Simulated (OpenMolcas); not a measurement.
## Fe: effect of the active space

```json
{
  "Program": "OpenMolcas",
  "Method": "CASSCF",
  "Basis": "ANO-RCC-VQZP",
  "Scalar Hamiltonian": "DKH2, point nucleus",
  "Spin-orbit coupling": "state interaction with AMFI integrals over the reference wave functions, term energies averaged over their components"
}
```

A. 6 electrons in 5 orbitals (3d); 2S+1 = 5 even, 5 roots; 2S+1 = 3 even, 45 roots; 2S+1 = 1 even, 50 roots (35 in the spin-orbit step); cost of the order of 28 core-seconds
B. 8 electrons in 6 orbitals (3d 4s); 2S+1 = 5 even, 15 roots; 2S+1 = 3 even, 73 roots kept (CI in the orbitals of an earlier block); 2S+1 = 1 even, 45 roots kept (CI in the orbitals of an earlier block); cost roughly 50 core-seconds

Energies in cm⁻¹ above 3d⁶ 4s² ⁵D₄, the measured ground level; measured values from NIST Handbook of Basic Atomic Spectroscopic Data.

```csv
Level,A,B,Measured
3d⁶ 4s² ⁵D₄,0.0,0.0,0.0
3d⁶ 4s² ⁵D₃,424,388,416
3d⁶ 4s² ⁵D₂,725,666,704
3d⁶ 4s² ⁵D₁,921,846,888
3d⁶ 4s² ⁵D₀,1017,935,978
3d⁶ 4s² ³H₆,21897,20130,19390
3d⁶ 4s² ³H₅,22121,20338,19621
3d⁶ 4s² ³H₄,22292,20496,19788
3d⁶ 4s² ³G₅,27656,26280,23784
3d⁶ 4s² ³G₄,28049,26598,24119
3d⁶ 4s² ³G₃,28229,26822,24339
```

Deviations, from unrounded energies. A percentage is the sum of absolute deviations over the sum of measured energies, with the sign that they share, or ± where signs differ.

| Against measurement | Levels | A | B |
| --- | --- | --- | --- |
| mean absolute deviation (cm-1) | 10 | 1900 | 980 |
| fine structure of the ground term (%) | 4 | +3.4 | -5.0 |
| other terms of the ground configuration (%) | 6 | +14.7 | +7.3 |

B lies closest to measurement on these levels. The largest miss of B in the table is 3d⁶ 4s² ³G₅, by +2500 cm-1. The ranking rests on the paired levels alone, and a cruder setting can come out closer through cancelling errors.

The spin-orbit steps hold different terms of 3d⁶ 4s² (B lacks ¹D, ¹F, ¹S, a ³F, a ³P), which shifts levels as well.

Between A and B the level of the table that moves most is 3d⁶ 4s² ³H₄, by 1800 cm-1 (lowest in B, highest in A).

Without dynamic correlation excited terms often stand tens of per cent too high (terms of higher spin than the ground term too low), and those without a measured partner can miss by more than the paired ones. Some high roots are left out of the spin-orbit mixing, which shifts the levels that they would mix with (holds for A). With the s shell closed, the reference lacks s² → p², s² → d² and s → d mixing, so excited terms can stand far too high and out of order, with CASPT2 too (holds for A). Terms from blocks run as CI alone lack orbitals of their own (holds for B). Configurations are named by rounded mean occupations; where the s occupation lies near a half they are strongly mixed, a name can repeat and a true partner stay unpaired (holds for B). Computed and measured levels are paired by configuration, term and J; levels that our copy of the source lacks, or whose pairing is in doubt (as where it misses far off the trend of its configuration), stay unpaired and out of the deviations. Levels of configurations outside the active space are missing. The table leaves out levels that lie high or whose names do not pair safely across all columns.
